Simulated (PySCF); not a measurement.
## Stretching LiSe

Set-up: basis Li def2-SVPD, Se def2-SVPD; no relativity; PySCF 2.14. Energies in eV from Li + Se in their ground configurations at the same level. State: ²Π (doublet), unpaired electrons π ↑.

All columns are PBE0. A positive dipole means Li(−)Se(+).

```csv
R (Å),E (eV),μ (D),Mulliken charge on Li (basis-dependent),HOMO (eV),LUMO (eV),Mayer bond order,⟨S²⟩
1.968,-2.509,-6.12,0.79,-5.70,-3.42,0.45,0.75
2.059,-2.764,-6.39,0.81,-5.58,-3.30,0.41,0.75
2.151,-2.907,-6.68,0.81,-5.47,-3.19,0.40,0.75
2.219,-2.958,-6.90,0.80,-5.39,-3.12,0.40,0.75
2.288,-2.973,-7.12,0.79,-5.32,-3.04,0.41,0.75
2.357,-2.958,-7.35,0.78,-5.25,-2.98,0.42,0.75
2.448,-2.904,-7.65,0.76,-5.16,-2.89,0.45,0.75
2.563,-2.798,-8.05,0.74,-5.06,-2.79,0.48,0.75
2.700,-2.633,-8.52,0.71,-4.94,-2.67,0.50,0.75
2.883,-2.382,-9.16,0.69,-4.81,-2.53,0.53,0.75
```

A fit through these points gives, at Re = 2.285 Å, μ = -7.11 D and dμ/dR = -3.28 D/Å; the reduced mass is 6.45 u.

Q: How strong is the fundamental in the double-harmonic approximation, I = 42.26·(dμ/dR)²/μred km/mol?

A: I = 42.26·(-3.28)²/6.45 = 70.5 km/mol at PBE0.

Spin–orbit coupling is left out. The state was picked by a PBE0 search and need not be the measured ground state.
